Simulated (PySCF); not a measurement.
A GIAO shielding run with PySCF 2.14 (density fitting, non-relativistic, gas phase) on `CCCS(C)(=O)=O`, C₄H₁₀O₂S:

```
{"job": {"kind": "nmr", "xc": "PBE0", "basis": "pcSseg-1"}, "charge": 0, "multiplicity": 1}
C     -2.268570     0.426544     0.129699
C     -1.411262    -0.660613    -0.506210
C     -0.010081    -0.160340    -0.806496
S      0.917998    -0.009577     0.758187
C      2.639560     0.209926     0.209268
O      0.826473    -1.256460     1.466408
O      0.524568     1.183842     1.456830
H     -3.236952     0.025473     0.417010
H     -1.776476     0.820986     1.013799
H     -2.428502     1.244926    -0.569809
H     -1.880910    -1.015047    -1.428102
H     -1.321240    -1.507314     0.177494
H      0.551547    -0.870030    -1.407649
H     -0.011481     0.821677    -1.270278
H      2.681461     1.083108    -0.428084
H      2.949330    -0.684262    -0.314567
H      3.247538     0.359192     1.092588
```

Hardware: 1 thread of an x86-64 server CPU, shared host. The job also computes population analyses, field gradients.

Problem. How large is the calculation?

Solution. 66 electrons, 176 basis functions and 935 auxiliary functions.

Problem. How long does it take?

Solution. 19 s of wall time, with 13 SCF cycles and 4 response iterations. Times on a shared host scatter by some tens of per cent.
